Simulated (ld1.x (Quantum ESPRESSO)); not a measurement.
# Configuration tests for rubidium (TM)

rubidium, norm-conserving Troullier–Martins (Kleinman–Bylander form), made with ld1.x (Quantum ESPRESSO) 7.5 (LDA (PZ), scalar-relativistic). Core [Ar] 3d10, reference 4s2 4p6 5s1 5p0. Waves: 4s (bound): rc 2.98 bohr; 4d channel at 0.25 Ry: rc 3.44 bohr; 4p (bound): rc 3.38 bohr. Local part: the p channel. Core correction: Bessel-smoothed model core, default radius (core density twice the valence density).

Occupied shells without a wave of their own: 5s. They enter only through the test configuration that unscreens the potential, and ld1.x also counts them in the model core charge.

Energies are relative to the spin-unpolarised reference configuration 4s2 4p6 5s1 5p0; without spin polarisation the order of configurations can differ from experiment. Spin-polarised rows fill each open shell by Hund’s rule, majority spin first. Not all tests gave a result: 1 of 7 tests not solved or not reliable. Left out of the table: 4s2 4p6 5s0 5p1 (solver errors, printed error -3.3 eV).

ld1.x takes every shell without a wave as core, so the model core holds the 5s electrons as well and exchange and correlation see them twice. This cancels in the reference configuration, but the file is broken for other ones, and its errors say nothing about a proper core correction.

| valence configuration | charge | ΔE all-electron (eV) | error AE − PS (meV) |
| --- | --- | --- | --- |
| 4s2 4p6 5s0 5p0 | +1 | 4.277 | -660 |
| 4s2 4p6 5s0.5 5p0 | +0.5 | 1.659 | -208 |
| 4s1 4p6 5s1 5p0 | +1 | 37.836 | -34 |
| 4s2 4p5 5s1 5p0 | +1 | 21.238 | +135 |
| 4s2 4p6 5s1 5p0 (spin-polarised) | 0 | -0.125 | -37 |
| 4s2 4p6 5s0.5 5p0 (spin-polarised) | +0.5 | 1.616 | -224 |

Levels in the configuration 4s2 4p6 5s0 5p0:

```tsv
level	all-electron (eV)	pseudo (eV)
4s	-37.784	-38.402
4p	-21.793	-22.329
```

These tests converged, but a pseudo level misses the all-electron one widely, so the file describes the atom poorly there or has found another state: 4s2 4p6 5s0 5p0: empty 5p by 2.5 eV.
